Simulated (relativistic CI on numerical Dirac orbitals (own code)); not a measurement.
## Ta³²⁺: sensitivity of the levels to the model

Base calculation: Dirac-Coulomb-Breit CI, orbitals from a KLI potential per configuration, model QED (radiative potential, 1s self-energy scaled to tabulated hydrogen-like ionisation energies), unscaled Slater integrals.

CI space (outside the closed core [Ar] 3d10): 4s2.4p6.4d5, 4s2.4p5.4d6, 4s2.4p6.4d4.4f, 4s.4p6.4d5.4f, 4p6.4d7, 4p5.4d8, 4s2.4p6.4d3.5s2, 4s2.4p6.4d2.4f.5s2, 4s.4p6.4d3.4f.5s2. Double excitations out of closed p, d and f shells are left out; levels of such configurations are missing from the list, as are those of other unlisted configurations, and high levels can miss mixing partners.

The lowest level and the first level of each name with at least 55 % of one term (blank where a level has no safe partner in the second run):

```
               Level  Base (cm⁻¹)  Shift (cm⁻¹)
  4s2.4p6.4d5 4P_5/2            0             0
  4s2.4p6.4d5 2D_3/2       219909         +2940
  4s2.4p6.4d5 4D_1/2       265837         +5196
 4s2.4p6.4d5 2I_13/2       269659         +7285
  4s2.4p6.4d5 2G_7/2       304619         +6130
  4s2.4p6.4d5 4F_5/2       307021         +5273
  4s2.4p6.4d5 2G_9/2       355609         +6147
  4s2.4p6.4d5 2P_3/2       405661         +5294
 4s2.4p6.4d5 2H_11/2       411209              
  4s2.4p6.4d5 2P_1/2       491009         +7574
 4s2.4p5.4d6 6F°_9/2      1443221         +9825
4s2.4p5.4d6 4H°_13/2      1469894        +10687
4s2.4p5.4d6 4I°_15/2      1506898        +11323
```

At this charge energies of transitions that change n are usually good to better than 1 %, and those within a shell (Δn = 0) to a few per cent. Terms inside the open d or f shell come out 10 to 20 % too wide with unscaled integrals.

(1) One thing was changed in a second run, which moved the levels as shown. Which?
A. QED terms removed
B. configuration mixing switched off
C. Breit term removed

Results:

(1) C. Breit term removed. The Breit term mainly narrows fine-structure intervals, so removing it widens them.

LS names give the leading component of a level, which can be under half, so a name can repeat, a term be missing and a line seem to break the LS rules.
